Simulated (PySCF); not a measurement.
HgBr2, SMILES [Br][Hg][Br].

Geometry optimised at B3LYP-D3(BJ)/def2-SVP. The isomer is the one that the SMILES or the coordinates give; other isomers of the formula were not compared. The def2 effective core potentials stand for the cores of Hg; spin–orbit coupling is left out.

Computed with PBE/def2-TZVPD in PySCF.

Isolated molecule, no solvent.

```yaml
total_energy: -5301.14969 hartree
point_group: D∞h
highest_occupied_level: -7.19 eV
lowest_empty_level: -3.69 eV
orbital_gap: 3.50 eV
dipole_moment: 0.00 D
quadrupole, principal values (traceless, Buckingham form, about the centre of nuclear charge): -5.48, 2.74, 2.74 D·Å
mean_static_polarisability: 85.1 bohr³ (12.61 Å³)
polarisability_principal_values: 59.0, 59.0, 137.3 bohr³
```
